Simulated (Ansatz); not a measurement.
## Worked example: the step energy

An elementary step of Si$_{4}$H$_{12}$ClOF, closed shell (Si₄H₉F ([F][Si]([SiH3])([SiH3])[SiH3]) + HCl + H₂O → Si₃H₆ClF ([F][Si]([SiH3])([SiH3])[Cl]) + SiH₄ + H₂O; Si–Si, H–Cl, H–O broken or loosened, Si–Cl, Si–H, H–O formed or tightened). “Start” and “end” are the PBE0-D4/def2-TZVP structures reached by relaxing down either side of its saddle point, with the molecules still in contact.

Ansatz 0.2.0; basis: def2-TZVPP and def2-QZVPP; cores frozen in the correlated methods.

Energies in eV:

| quantity | end | start |
| --- | --- | --- |
| Hartree–Fock, triple zeta (X = 3) | -48892.15074 | -48890.78551 |
| Hartree–Fock, quadruple zeta (X = 4) | -48893.71109 | -48892.33152 |
| MP2 correlation, X = 3 | -33.23706 | -33.65039 |
| MP2 correlation, X = 4 | -36.08215 | -36.50750 |
| CCSD(T) correlation, X = 3 | -37.28186 | -37.72365 |

(1) Work out the step energy at the basis limit: extrapolate Hartree–Fock as E(X) = E∞ + A exp(−7.88 √X) and the MP2 correlation as E(X) = E∞ + B X^−2.97 (the exponents that Neese and Valeev fitted for def2-TZVPP and QZVPP), then add CCSD(T) − MP2 in triple zeta.

The T1 diagnostic stays at or below 0.014.

Results:

(1) Each step is linear, so take the differences first (end − start): Hartree–Fock -1.36523 (X = 3) and -1.37957 (X = 4); MP2 correlation 0.41333 and 0.42535; CCSD(T) correlation 0.44179.
Two points give E∞ = E(4) + w [E(4) − E(3)], with w = 1/(exp(7.88 (2 − √3)) − 1) = 0.1377 for Hartree–Fock and w = 1/((4/3)^2.97 − 1) = 0.7407 for the correlation.
Hartree–Fock: -1.37957 + 0.1377 × (-0.01434) = -1.3815 eV.
MP2 correlation: 0.42535 + 0.7407 × 0.01202 = 0.4343 eV.
CCSD(T) − MP2: 0.44179 − 0.41333 = 0.0285 eV.
Sum: -1.3815 + 0.4343 + 0.0285 = -0.9187 eV, or -21.19 kcal/mol. Plain CCSD(T) in triple zeta gives -0.9234 eV, so the larger basis shifts the result by 0.0047 eV.

Labels in which every atom is bracketed show which atoms are joined, not bond orders.

For scale, one of the runs: CCSD(T)/def2-TZVPP, 440 basis functions, launched by `ansatz run in.yaml --threads 4 --pin off --events-out ev --progress --plain --max-ram 66560MiB --backend cuda --devices 0, --max-vram 37GiB`. Time: 46 s of wall clock on 4 CPU threads of an AMD EPYC 7R13 and a share of one NVIDIA H100; the host was shared. Peak host memory: 1.8 GiB.
